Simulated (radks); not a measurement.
Species: S II. Configuration: [He] 2s2 2p5.75 3s2 3p3 4s0.25 (fractional occupations, a model configuration). All-electron calculation, non-relativistic Kohn-Sham, BP86, spin-polarised, spherical densities, point nucleus; open shells are filled with parallel spins first. Program: a radial shooting solver on a logarithmic mesh with Libxc functionals.

Radial electron density D(r) = 4 pi r^2 rho(r):

```
   r/bohr * D(r) (the largest magnitude, 18.3, reaches the edge; | marks zero)
 0.003583 |*
 0.004105 |*
 0.004666 | *
 0.005345 | *
 0.006124 |  *
 0.007016 |   *
 0.008039 |    *
 0.009136 |     *
  0.01047 |       *
  0.01199 |         *
  0.01374 |           *
  0.01574 |              *
  0.01803 |                 *
   0.0205 |                     *
  0.02348 |                         *
   0.0269 |                              *
  0.03082 |                                   *
  0.03531 |                                        *
  0.04014 |                                            *
  0.04598 |                                                 *
  0.05268 |                                                    *
  0.06036 |                                                      *
  0.06915 |                                                      *
  0.07859 |                                                     *
  0.09004 |                                                  *
   0.1032 |                                             *
   0.1182 |                                         *
   0.1354 |                                     *
   0.1539 |                                   *
   0.1763 |                                   *
    0.202 |                                     *
   0.2314 |                                          *
   0.2651 |                                              *
   0.3038 |                                                  *
   0.3452 |                                                   *
   0.3955 |                                                 *
   0.4532 |                                           *
   0.5192 |                                  *
   0.5948 |                         *
    0.676 |                 *
   0.7745 |            *
   0.8874 |         *
    1.017 |        *
    1.165 |         *
    1.324 |         *
    1.517 |         *
    1.738 |        *
    1.991 |      *
    2.281 |    *
    2.592 |  *
     2.97 | *
    3.402 |*
    3.898 *
    4.466 *
    5.117 *
    5.815 *
    6.662 *
    7.633 *
    8.745 *
    10.02 *
    11.39 *
```

D(r) has 3 maxima, at r = 0.0659, 0.340, 1.39 bohr, and minima at 0.165, 0.993 bohr, inside which lie 2.19, 10.12 electrons.
